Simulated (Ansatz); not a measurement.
Reaction (stannylene formation by 1,1-elimination): `[CH3][Sn]([F])([F])[SH]` → F₂ + `[CH3][Sn][SH]`

Isolated molecules relaxed with PBE0-D4/def2-TZVP in Ansatz; ΔE leaves out vibrations. CBS: MP2 limit from def2 TZ/QZ plus the TZ coupled-cluster correction, frozen cores. This one scheme is used for every species. DFT in def2-TZVPP. Elements past krypton have def2 core potentials. For Sn outer-core shells are correlated without core-valence functions, which leaves a few kJ/mol of doubt a bond. Each species was taken in one conformer, which may not be the lowest.

`[CH3][Sn]([F])([F])[SH]`:

```xyz
9

C    -1.597   -0.024   -0.023
Sn    0.506   -0.176   -0.091
F     1.063   -1.831    0.688
F     1.082   -0.424   -1.898
S     1.825    1.549    0.855
H    -2.012   -0.899   -0.522
H    -1.921    0.003    1.016
H    -1.909    0.883   -0.538
H     2.963    0.918    0.513
```

F₂:

Cartesian coordinates in Å:
```
F 0.147 0.669 0.060
F -0.147 -0.669 -0.060
```

`[CH3][Sn][SH]`:

```xyz
7

C    -0.117   -0.362   -0.902
Sn    0.362    1.659   -0.208
S     0.326    1.074    2.152
H    -1.079   -0.674   -0.485
H     0.648   -1.060   -0.551
H    -0.170   -0.410   -1.991
H     0.031   -0.227    1.985
```

CCSD(T)/CBS gives +7.28 eV.

(1) Another level gave +7.17 eV. Which?
A. r2SCANh-D4/def2-TZVPP
B. PBE-D4/def2-TZVPP
C. LC-ωPBE/def2-TZVPP
D. r2SCAN0-D4/def2-TZVPP

(2) What do rigid-rotor, harmonic-oscillator terms from PBE0-D4/def2-TZVP frequencies (298.15 K, 1 bar) make of the CCSD(T)/CBS value? (Best estimate.)

Largest T1 diagnostic among the species: 0.015.

Answers

(1) A. r2SCANh-D4 7.17, PBE-D4 6.65, LC-ωPBE 7.38, r2SCAN0-D4 7.28 eV.

(2) Computed: ΔZPE = -0.07 eV, ΔH = +7.22 eV, ΔS = 123 J/(mol·K), ΔG = +6.84 eV. Modes under 50 cm⁻¹ make the entropy rough.

From BLYP to BHLYP (50 % exact exchange), in def2-TZVPP and without D4, ΔE moves by +0.79 eV. In def2-TZVPP, CCSD(T) changes the Hartree–Fock value by −0.49 eV (the triples alone add −0.07 eV) and MP2 by −0.18 eV. At CCSD(T), def2-SVP lies −0.49 eV from the extrapolated value and def2-TZVPP −0.24 eV.
